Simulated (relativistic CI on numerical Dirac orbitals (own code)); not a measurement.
# Sensitivity of the levels of Pd³¹⁺ to α and to the nuclear radius

Computed by Dirac-Coulomb-Breit CI, orbitals from a KLI potential per configuration, derivatives by finite differences, unscaled Slater integrals, QED left out (own radial code, finite nucleus).

Configurations in the expansion (outside the closed core [Ne]): 3s2 3p3, 3s 3p4, 3s2 3p2 3d, 3p5, 3s 3p3 3d, 3p4 3d, 3s2 3p 3d2, 3s2 3d3, 3s 3p 3d3, 3p3 3d2, 3p2 3d3. Double excitations out of closed p, d and f shells are left out; levels of such configurations are missing from the list, as are those of other unlisted configurations, and high levels can miss mixing partners.

With x = (α/α₀)² − 1 an excitation energy changes as ω = ω₀ + qx; K = 2q/ω₀ is the relative enhancement. Terms are leading LS components, so labels can repeat. The field-shift factor is F = δν/δ⟨r²⟩ for the transition from the lowest level.

Lowest level 3s2 3p3 4S°_3/2.

```csv
Level,ω₀ (cm⁻¹),q (cm⁻¹),K,F (GHz/fm²)
3s2 3p3 2D°_3/2,249530,300300,2.41,-5.74
3s2 3p3 2D°_5/2,303366,307200,2.03,-5.86
3s2 3p3 2P°_1/2,369064,310600,1.68,-7.49
3s2 3p3 2P°_3/2,621718,625100,2.01,-15.4
3s 3p4 4P_5/2,926160,344200,0.743,-298
3s2 3p2 3d 4F_3/2,983296,125300,0.255,-91.7
3s 3p4 4P_1/2,1074766,416800,0.776,-304
3s 3p4 4P_3/2,1098378,329700,0.6,-198
3s2 3p2 3d 4F_5/2,1137720,141600,0.249,-19.2
3s 3p4 4P_3/2,1217412,549800,0.903,-235
3s 3p4 2D_5/2,1253001,433400,0.692,-111
3s2 3p2 3d 2P_3/2,1257401,376000,0.598,-52.1
3s2 3p2 3d 4D_1/2,1265142,359900,0.569,-42.7
3s2 3p2 3d 2F_5/2,1284970,465700,0.725,-116
3s2 3p2 3d 4F_7/2,1306607,345700,0.529,-1.52
3s2 3p2 3d 4D_7/2,1334162,380400,0.57,-1.06
3s2 3p2 3d 4F_9/2,1380888,404000,0.585,-1.39
3s2 3p2 3d 4D_1/2,1384649,551200,0.796,-178
3s2 3p2 3d 4D_3/2,1400104,532700,0.761,-120
3s2 3p2 3d 2F_5/2,1416288,432200,0.61,-43.8
3s2 3p2 3d 2D_3/2,1471774,371400,0.505,-85.1
3s2 3p2 3d 2G_7/2,1482827,429100,0.579,-2.73
3s2 3p2 3d 4D_5/2,1485811,404200,0.544,-47
```

At this charge energies of transitions that change n are usually good to better than 1 %, and those within a shell (Δn = 0) to a few per cent.
